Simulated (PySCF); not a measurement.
## Computed properties of Se(Me)(OSiH3) (CH6OSeSi), SMILES C[Se]O[SiH3]

CH6OSeSi, SMILES [Se](C)O[SiH3]. Geometry: TPSSh-D3(BJ)/def2-SVP. This is a generated structure with no PubChem entry under its InChIKey; it may be hypothetical. Other conformers were not sampled. All values are computed for the isolated molecule unless a solvent is named; none is compared with measurement here.

**Structure.** All 24 harmonic modes at TPSSh-D3(BJ)/def2-SVP (PySCF) are real, so it is a minimum. With heavy atoms numbered as in [Se:1]([CH3:2])[O:6][SiH3:7], the shortest bond between them is O6–Si7 at 1.688 Å and the longest Se1–C2 at 1.945 Å.

**Vibrations.** The strongest infrared lines (harmonic, unscaled, degenerate partners summed) lie at 996 cm⁻¹ (239 km/mol, H 93 %), 866 cm⁻¹ (202 km/mol, O 51 %, H 22 %, Si 19 %), 2277 cm⁻¹ (140 km/mol, H 97 %). The softest mode is at 75 cm⁻¹ and the zero-point energy is 41.8 kcal/mol.

**Electronic structure.** M06-2X/def2-TZVP (PySCF) places the frontier levels at -7.62 and -0.30 eV, a gap of 7.32 eV, and gives a dipole moment of 1.82 D and a mean polarisability of 67.0 bohr³. PBE/def2-TZVP (PySCF) at the same geometry gives -5.23 and -2.28 eV, so its gap is 4.37 eV narrower. An orbital gap is neither the optical nor the fundamental gap.

**Excitations.** TDDFT-PBE0/def2-SVPD (PySCF) has S1 at 3.46 eV (358 nm, f = 0.000, dark); the most intense of the 10 singlets computed lies at 6.94 eV (f = 0.07). T1 (TDA) is at 2.67 eV. TDDFT-PBE/def2-SVPD (PySCF) puts S1 at 3.23 eV. No vertical singlet excitation falls in the visible range (under 3.1 eV).

**NMR.** GIAO shifts at HF/pcSseg-1 (PySCF) (non-relativistic, atoms alike by connectivity averaged): ¹³C at 24.7 ppm against TMS; ¹H from 3.1 to 4.5 ppm against TMS; ²⁹Si at -30.7 ppm against TMS.
